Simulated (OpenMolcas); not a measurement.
## Ru4+: ligand-field states by method

Ru4+ with its 6 nearest fluoride ions at 1.933 Å, on the Ga site of K2NaGaF6 (a = 8.246 Å, distance in the model lattice 1.938 Å). The rest of the host is ab initio model potentials to 7.6 Å, with orthogonalisation functions on the cations behind the ligands, and point charges beyond; the distance is set by hand and nothing relaxes, and no local charge compensation is placed. Ligand basis ANO-RCC-VDZP.
```
Ru    0.0000    0.0000    0.0000
F     1.9330    0.0000    0.0000
F     0.0000    1.9330    0.0000
F    -1.9330    0.0000    0.0000
F     0.0000   -1.9330    0.0000
F     0.0000    0.0000    1.9330
F     0.0000    0.0000   -1.9330
```

| Item | Value |
| --- | --- |
| Program | OpenMolcas 26.06 |
| Basis | ANO-RCC-VTZP [7s6p4d2f1g] |
| Scalar Hamiltonian | DKH2, point nucleus |
| Active space | 4 electrons in 5 orbitals (4d) |
| State averaging | 2S+1 = 5 even, 5 roots; 2S+1 = 3 even, 45 roots; 2S+1 = 1 even, 50 roots |
| Spin-orbit coupling | state interaction with AMFI integrals over the reference wave functions |

I. CASSCF
II. SS-CASPT2, IPEA 0.25 Eh, imaginary shift 0.1 Eh (closed shells correlated: 4s 4p and the ligand valence shells)

Spin-free states (labels of O, the rotations of Oh) in cm-1, each column counted from its own energy of the first state listed:

```tsv
State	Degeneracy	I	II
3T1	3	0	0
1T2	3	9255	6240
5E	2	10221	16510
1E	2	10521	6720
1A1	1	20363	14890
3E	2	26013	26390
2S+1 = 3	3	27370	27470
2S+1 = 3	3	28154	28050
2S+1 = 3	1	29543	28880
2S+1 = 3	1	30701	30180
3E	2	32331	30990
```

From I to II, I's first state of the same spin (3E) moves from 26013 to 26390 cm-1, by about +380 cm-1.

From I to II, I's first state of another spin (1T2) moves from 9255 to 6240 cm-1, by about -3000 cm-1.

I: A least-squares ligand-field fit to the states below 45000 cm-1, each weighted by its degeneracy and with a free common offset, gives 10Dq = 29088 cm-1, B = 793 cm-1 and C = 2970 cm-1 (C/B = 3.75), with an rms deviation of 330 cm-1. The same method and metal basis give the free ion B = 952 cm-1 (fit to its terms below 60000 cm-1, rms deviation 30 cm-1), so the nephelauxetic ratio is β = 793 / 952 = 0.83; it hangs on how both fits weigh the states, and computed free-ion B values tend to be too large, so β mixes covalency with correlation.

χT at 300 K: I 1.05, II 1.00 cm3 K/mol.

Roots that are degenerate in the reference are averaged as groups; the widest CASPT2 spread within a group is 990 cm-1 (the 3-fold group of multiplicity 1 near 98100 cm-1 above the lowest state of its run, II). Shifts and gaps below about the spread of the groups concerned are not significant. Over all roots computed the reference weight is 0.67 to 0.71 in II; a low but even weight reflects the number of correlated electrons. An orbital triplet at a regular site is open to Jahn-Teller coupling, which can distort the site and quench the lowest spin-orbit gaps and is left out. The least metal-like active orbital is 75 % on the metal (Löwdin) and no ligand orbital is active, so the numbers are rough. Ligand-to-metal charge-transfer states are missing. With no ligand orbital active B as a rule stays too high, so bands that hang on it stand too high and its fall with covalency is understated. Without dynamic correlation the repulsion within the d shell is too large (B by tens of per cent), so at a given field states of lower spin stand too high (holds for I). This shell can be high or low spin here, a state of another spin lies low, and with metal d orbitals alone active their balance is uncertain, so the ground spin may be wrong, although the usual error favours high spin (holds for I). With metal d orbitals alone the field can be off either way by tens of per cent (holds for I). With one d shell and no ligand orbital active, 10Dq can be off by a tenth or more (holds for II). No measured value stands beside these numbers; the geometry was set by hand and not optimised.
